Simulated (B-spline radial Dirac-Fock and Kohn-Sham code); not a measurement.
Mn 2p3/2: cross section and angular parameters

System: atomic manganese, configuration [Ar] 3d5 4s2; threshold 638.7 eV (tabulated edge). Calculated with an atomic code on a B-spline grid, using Dirac-Hartree-Slater photoionisation with a Latter tail; cross sections with all multipoles, angular parameters from the dipole term and its interference with E2.

```
hν (eV)  σ (kb)      β      γ      δ
   1220     207  1.469  0.195  0.023
   1260     190  1.470  0.217  0.023
   2000    52.1  1.405  0.532  0.038
   2010    51.4  1.403  0.535  0.038
   2510    26.6  1.335  0.682  0.049
   2870    17.7  1.285  0.767  0.058
 2984.4    15.7  1.270  0.791  0.060
   3250       ?      ?      ?      ?
   4020    6.21  1.140  0.965  0.085
   6080    1.61  0.940  1.176  0.136
 8047.8   0.626  0.799  1.299  0.182
   8580   0.502  0.768  1.325  0.194
 9251.7   0.387  0.731  1.354  0.208
  15000  0.0701  0.503  1.514  0.323
```

Q: Give the values at 3250 eV.

A: σ = 12.1 kb, β = 1.234, γ = 0.842, δ = 0.067.
